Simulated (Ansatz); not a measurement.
Consider the silylene formation by 1,1-elimination: `N[Si](O)(Cl)[SbH2]` → `N[Si]O` + `[Cl][SbH2]`.

Isolated molecules relaxed with PBE0-D4/def2-TZVP in Ansatz; ΔE leaves out vibrations. CCSD(T)/CBS adds triple-zeta CCSD(T) − MP2 to the extrapolated MP2 energy (def2 sets, frozen cores). This one scheme is used for every species. def2 core potentials past Kr. For Sb outer-core shells are correlated without core-valence functions, which leaves a few kJ/mol of doubt a bond. One conformer a species, not always the lowest.

```json
{"species": "`N[Si](O)(Cl)[SbH2]`", "CCSD(T)/CBS(def2) energy (Eh)": "-1121.90109"}
{"species": "`N[Si]O`", "CCSD(T)/CBS(def2) energy (Eh)": "-420.80918"}
{"species": "`[Cl][SbH2]`", "CCSD(T)/CBS(def2) energy (Eh)": "-701.00845"}
```

**Question.** Work out ΔE.

**Answer.** ΔE = (-420.80918) + (-701.00845) − (-1121.90109) = 0.08346 Eh = +2.27 eV.

Largest T1 diagnostic among the species: 0.014.

In def2-TZVPP, CCSD(T) changes the Hartree–Fock value by +0.23 eV (the triples alone add +0.04 eV) and MP2 by +0.45 eV. Leaving LDA and LC-ωPBE aside and taking each functional with its dispersion term where it has one, the values, not all of them listed here, spread over 0.53 eV, from BLYP-D4 to r2SCAN0-D4. LDA lies +0.42 eV from PBE without D4.
